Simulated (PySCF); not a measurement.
A structure optimised at PBE-D3(BJ)/def2-SVP, used in a PySCF frequency run:

```
Ga
F 1 1.7711
C 1 1.9552 2 120.23
H 3 1.1052 1 110.66 2 180.00
H 3 1.1076 4 109.98 1 120.22
H 3 1.1076 4 109.98 5 119.56
Br 1 2.2993 2 112.70 3 180.00
```

Problem. Write its SMILES, formula and point group.

Solution. [CH3][Ga]([F])[Br], CH₃BrFGa, Cs

Problem. What are its rotational constants (standard atomic weights)?

Solution. 5.4791, 1.5297, 1.2051 GHz
